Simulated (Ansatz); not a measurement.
Reaction (ligand exchange at a B–N bond): `OB(F)N[SiH3]` + `O[SiH3]` → `OB(F)O[SiH3]` + `N[SiH3]`

Isolated molecules relaxed with PBE0-D4/def2-TZVP in Ansatz; ΔE leaves out vibrations. CCSD(T)/CBS is the MP2 limit (def2-TZVPP, def2-QZVPP) plus CCSD(T) − MP2 in def2-TZVPP, frozen cores. This one scheme is used for every species. One conformer a species, not always the lowest.

```csv
species,HF/CBS(def2) energy (Eh)
`OB(F)N[SiH3]`,-545.62673
`O[SiH3]`,-366.22576
`OB(F)O[SiH3]`,-565.49999
`N[SiH3]`,-346.36472
```

Problem. Work out ΔE.

Solution. ΔE = (-565.49999) + (-346.36472) − (-545.62673) − (-366.22576) = -0.01222 Eh = -32.1 kJ/mol. CCSD(T)/CBS gives -21.4 kJ/mol.

Largest T1 diagnostic among the species: 0.012.

At CCSD(T), def2-SVP lies −5.3 kJ/mol from the extrapolated value and def2-TZVPP −0.6 kJ/mol. In def2-TZVPP, CCSD(T) changes the Hartree–Fock value by +9.2 kJ/mol (the triples alone add +1.2 kJ/mol) and MP2 by +10.7 kJ/mol. Leaving LDA and LC-ωPBE aside and taking each functional with its dispersion term where it has one, the values, not all of them listed here, spread over 8.3 kJ/mol, from BHLYP-D4 to revPBE-D4.
